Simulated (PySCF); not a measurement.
BrCl2H2NSn. Atoms are numbered in the order given.

```xyz
7

N     -1.0427    -2.1789     0.0000
Sn    -0.4037    -0.2307     0.0000
Cl    -1.2920     0.7919    -1.9206
Cl    -1.2920     0.7919     1.9206
Br     2.0776     0.1480     0.0000
H     -0.6522    -2.6580    -0.8265
H     -0.6522    -2.6580     0.8265
```
Charge 0, spin multiplicity 1.

Geometry: PBE-D3(BJ)/def2-SVP. The def2 effective core potentials stand for the cores of Sn; spin–orbit coupling is left out. One conformer was computed; it need not be the lowest.

Calculation: PySCF with PBE-D3(BJ)/def2-SVP.

Frequencies are harmonic and unscaled.

```json
[
 {"mode": "1", "ν (cm⁻¹)": "32", "IR (km/mol)": "19.1", "moving atoms (share of kinetic energy)": "H 73 %, Cl 18 %"},
 {"mode": "2", "ν (cm⁻¹)": "86", "IR (km/mol)": "2.9", "moving atoms (share of kinetic energy)": "Cl 58 %, N 18 %, Br 16 %"},
 {"mode": "3", "ν (cm⁻¹)": "92", "IR (km/mol)": "0.5", "moving atoms (share of kinetic energy)": "Cl 43 %, Br 21 %, H 18 %, Sn 17 %"},
 {"mode": "4", "ν (cm⁻¹)": "110", "IR (km/mol)": "7.5", "moving atoms (share of kinetic energy)": "Cl 59 %, Sn 31 %"},
 {"mode": "5", "ν (cm⁻¹)": "133", "IR (km/mol)": "5.2", "moving atoms (share of kinetic energy)": "N 45 %, Cl 22 %, H 12 %, Br 11 %, Sn 10 %"},
 {"mode": "6", "ν (cm⁻¹)": "149", "IR (km/mol)": "18.3", "moving atoms (share of kinetic energy)": "N 57 %, H 20 %, Cl 16 %"},
 {"mode": "7", "ν (cm⁻¹)": "246", "IR (km/mol)": "25.6", "moving atoms (share of kinetic energy)": "Br 57 %, Sn 36 %"},
 {"mode": "8", "ν (cm⁻¹)": "360", "IR (km/mol)": "34.5", "moving atoms (share of kinetic energy)": "Cl 80 %, Sn 18 %"},
 {"mode": "9", "ν (cm⁻¹)": "381", "IR (km/mol)": "55.1", "moving atoms (share of kinetic energy)": "Cl 71 %, Sn 28 %"},
 {"mode": "10", "ν (cm⁻¹)": "539", "IR (km/mol)": "77.0", "moving atoms (share of kinetic energy)": "N 80 %, Sn 10 %, H 9 %"},
 {"mode": "11", "ν (cm⁻¹)": "681", "IR (km/mol)": "72.8", "moving atoms (share of kinetic energy)": "H 82 %, N 15 %"},
 {"mode": "12", "ν (cm⁻¹)": "868", "IR (km/mol)": "15.0", "moving atoms (share of kinetic energy)": "H 92 %"},
 {"mode": "13", "ν (cm⁻¹)": "1479", "IR (km/mol)": "10.5", "moving atoms (share of kinetic energy)": "H 92 %, N 8 %"},
 {"mode": "14", "ν (cm⁻¹)": "3385", "IR (km/mol)": "32.0", "moving atoms (share of kinetic energy)": "H 96 %"},
 {"mode": "15", "ν (cm⁻¹)": "3488", "IR (km/mol)": "19.0", "moving atoms (share of kinetic energy)": "H 92 %, N 8 %"}
]
```
